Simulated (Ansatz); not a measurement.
Relaxation of AlF2H4P (8 atoms, charge 0, multiplicity 1), to a largest force component of 0.03 eV/Å in at most 50 steps.

Level of theory: Ansatz 0.2.0, RKS PBE-D4/6-31G*.

```xyz
8
Properties=species:S:1:pos:R:3
Al -0.014 0.188 0.010
H -0.102 0.275 1.570
F 1.454 0.232 -0.768
F -1.390 0.096 -0.919
P 0.164 -3.000 1.381
H -0.656 -2.898 0.202
H 1.388 -2.881 0.640
H 0.103 -1.590 1.641
```

Question: Where does it end, and by what steps?

Answer: It converged. The force dipped under the threshold on the way, but the program's further checks kept it going. After 16 steps the energy has fallen by 0.206 eV; H7 moved furthest, 0.65 Å.

```tsv
step	energy less start (eV)	largest force component (eV/Å)	accepted
0	0.0000	0.500	yes
1	-0.0842	0.188	yes
2	-0.0982	0.541	yes
3	-0.1153	0.508	yes
4	-0.1563	0.319	yes
5	-0.1672	0.180	yes
6	-0.1895	0.183	yes
7	-0.1986	0.145	yes
8	-0.2023	0.119	yes
9	-0.2031	0.036	yes
10	-0.2036	0.089	yes
11	-0.2041	0.080	yes
12	-0.2046	0.082	yes
13	-0.2053	0.096	yes
14	-0.2058	0.009	yes
15	-0.2054	0.056	no
16	-0.2059	0.003	yes
```

```xyz
8
Properties=species:S:1:pos:R:3
Al 0.045 -0.013 0.047
H -0.140 0.655 1.470
F 1.550 -0.082 -0.672
F -1.278 -0.342 -0.916
P 0.233 -3.014 1.068
H -0.807 -2.466 0.240
H 1.283 -2.281 0.413
H 0.062 -2.037 2.106
```

Run time: 18 s on 1 thread of AMD EPYC 9B45 (Zen 5), with other jobs on the host, peak memory 0.16 GiB.
